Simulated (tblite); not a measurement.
Run record: molecular-dynamics run, `CCC[C@]1(F)SC1(F)F`.

Computed with GFN2-xTB (tblite), gas phase: Langevin dynamics at 400 K from the optimised GFN2-xTB geometry, time step 0.5 fs, friction 0.01 fs⁻¹, 2000 steps. A driver script takes a list of jobs; this job's settings line and coordinates (Å) are shown. «temperature» is in K, «steps» counts time steps and «every» is the stride of the printed frames; «frames» go on to single points.

Command:
```bash
OMP_NUM_THREADS=1 python probes_run.py task.json out
```

Input:
```
{"job": {"kind": "md", "xc": "GFN2-xTB", "basis": "xTB", "temperature": 400, "steps": 2000, "every": 50, "frames": 5}, "charge": 0, "multiplicity": 1}
C      1.526233    -0.379104     0.786625
C      1.298369     0.164889    -0.617860
C     -0.057338     0.865248    -0.772412
C     -1.200445    -0.100032    -0.598954
F     -1.107902    -1.192388    -1.396396
S     -2.901363     0.559785    -0.435246
C     -1.854449    -0.332371     0.714505
F     -1.415299     0.326803     1.796786
F     -2.208201    -1.560307     1.097463
H      1.406286     0.406237     1.529340
H      2.533106    -0.779036     0.869831
H      0.829411    -1.181256     1.016661
H      2.074639     0.892955    -0.857492
H      1.365218    -0.647209    -1.343903
H     -0.130493     1.305965    -1.768884
H     -0.165370     1.658764    -0.031474
```

Question: Estimate the output. One trajectory will do; the random numbers aren't given.

Answer: 
```
t/fs     T/K      E/eV
    0.0   325.3   -862.53663
   25.0   140.2   -862.22014
   50.0   175.3   -862.09025
   75.0   344.5   -862.24408
  100.0   212.5   -861.93103
  125.0   333.6   -862.03243
  150.0   312.9   -861.88752
  175.0   352.4   -861.87579
  200.0   314.8   -861.91654
  225.0   256.4   -861.81726
  250.0   329.9   -862.03277
  275.0   316.1   -861.92818
  300.0   408.8   -861.91290
  325.0   397.6   -861.78208
  350.0   463.8   -861.91890
  375.0   431.1   -861.88063
  400.0   439.8   -861.95077
  425.0   330.3   -861.66408
  450.0   391.8   -861.96426
  475.0   357.0   -861.94544
  500.0   253.8   -861.74540
  525.0   365.8   -861.94346
  550.0   341.2   -861.83212
  575.0   445.3   -861.97013
  600.0   403.3   -861.83166
  625.0   384.5   -861.74825
  650.0   388.2   -861.85955
  675.0   378.0   -861.88458
  700.0   413.5   -861.93517
  725.0   357.2   -861.96109
  750.0   271.5   -861.81245
  775.0   392.4   -861.82057
  800.0   367.7   -861.74503
  825.0   420.4   -861.88532
  850.0   308.3   -861.74635
  875.0   410.6   -861.82064
  900.0   477.7   -861.72069
  925.0   367.8   -861.64916
  950.0   472.4   -861.93474
  975.0   472.0   -861.98142
 1000.0   329.9   -861.97731
```

E is the potential energy; T comes from the kinetic energy over all 3N coordinates.

Question: Sum up the printed frames.

Answer: 41 frames over 1000 fs. T runs from 140 K (25 fs) to 478 K (900 fs), with a mean of 357 K over all frames and 382 K from 500 fs on. E starts at -862.537 eV, peaks 0.887 eV above that at 925 fs, and averages 0.689 eV above it from 500 fs on.

Question: Give the last frame.

Answer: 0.80 Å rms from the start after alignment:
```
atom  x, y, z in Å
C1      1.153    0.805    1.788
C2      0.734    0.170    0.429
C3     -0.741    0.545    0.084
C4     -1.746   -0.353    0.596
F5     -1.488   -1.557    0.024
S6     -3.523    0.216    0.457
C7     -2.424   -0.304    1.831
F8     -2.045    0.674    2.678
F9     -2.696   -1.392    2.586
H10     0.651    0.335    2.659
H11     0.891    1.819    1.891
H12     2.243    0.589    1.835
H13     1.345    0.567   -0.348
H14     0.789   -0.928    0.450
H15    -0.868    0.667   -0.985
H16    -0.996    1.567    0.484
```

The run took 14 s of wall time on one thread of an Intel Xeon Platinum 8488C, shared host with 96 logical CPUs at a one-minute load of 11, and the process peaked at 0.18 GiB of memory.
